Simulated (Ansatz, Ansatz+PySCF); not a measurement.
```tsv
atom	x (Å)	y (Å)	z (Å)
N	0.0000	0.0000	-0.3148
O	0.0000	1.0929	0.1377
O	0.0000	-1.0929	0.1377
```

Basis set: def2-SVP (spherical functions). Left uncorrelated: 3 orbitals. Correlation on ROHF uses semicanonical orbitals with singles. Charge 0, multiplicity 2.

Computed with Ansatz (development build ahead of 0.2.0); each method stands on the lowest determinant of its kind that the runs found. Restricted functionals stand beside restricted open-shell atoms, which can lie above the unrestricted atoms usual in DFT and then raise those values.

The atomization energy at this shape (free ground-state atoms in the same class of orbitals less the molecule, no zero-point energy) of doublet NO₂:

```tsv
method	atomization energy
ωB97X (unrestricted)	10.17 eV
ωB97X (restricted open-shell)	10.36 eV
r²SCAN (unrestricted)	10.49 eV
r²SCAN (restricted open-shell)	10.68 eV
PBE (unrestricted)	11.97 eV
PBE (restricted open-shell)	12.08 eV
PBE0 (unrestricted)	10.33 eV
PBE0 (restricted open-shell)	10.44 eV
ROHF-CCSD(T)	8.75 eV
ROHF-CCSD	8.17 eV
ROHF-MP2	9.78 eV
UHF	2.42 eV
ROHF	2.57 eV
```

Question: What does UHF-MP2 give?

Answer: 9.61 eV.
